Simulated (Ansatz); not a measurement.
This geometry of CH4BOSb (8 atoms, charge 0, multiplicity 1) is a first-order saddle point.

All numbers below come from RKS CAM-B3LYP-D4/def2-SVP (Ansatz 0.2.0).

```xyz
8
Properties=species:S:1:pos:R:3
B -0.429 0.609 -0.742
C 0.505 0.293 0.469
O 0.512 -1.116 0.647
Sb -0.608 -1.536 -1.235
H -0.779 1.662 -1.202
H 0.360 0.835 1.420
H 1.509 0.600 0.086
H -0.979 -1.406 0.501
```

(1) Which two structures does it join? (They come from a converged band through this point; their orientation in space is the band's.)

(2) How far does it lie above each of them?

Answers

(1) Bonds broken: Sb4–H8. Bonds formed: O3–H8.

Initial state:

```xyz
8
Properties=species:S:1:pos:R:3
B -0.363 0.597 -0.704
C 0.722 0.360 0.395
O 0.896 -1.050 0.482
Sb -0.510 -1.651 -0.869
H -0.844 1.605 -1.145
H 0.357 0.789 1.357
H 1.682 0.886 0.204
H -1.847 -1.593 0.224
```

Final state:

```xyz
8
Properties=species:S:1:pos:R:3
B -0.340 0.665 -0.962
C 0.366 0.263 0.400
O 0.262 -1.204 0.445
Sb -0.945 -1.267 -1.560
H -0.424 1.778 -1.404
H -0.129 0.691 1.288
H 1.436 0.522 0.464
H -0.134 -1.504 1.273
```

(2) 134.2 kJ/mol above the first and 168.7 kJ/mol above the second. This is the barrier of this one path; another mechanism may lie lower. The orbitals stay closed-shell, which can raise the energy where a bond breaks towards radicals; this wasn't checked here.

The run took 3.2 min on 2 threads of Arm Neoverse V1, on a shared host, peak memory 0.22 GiB.
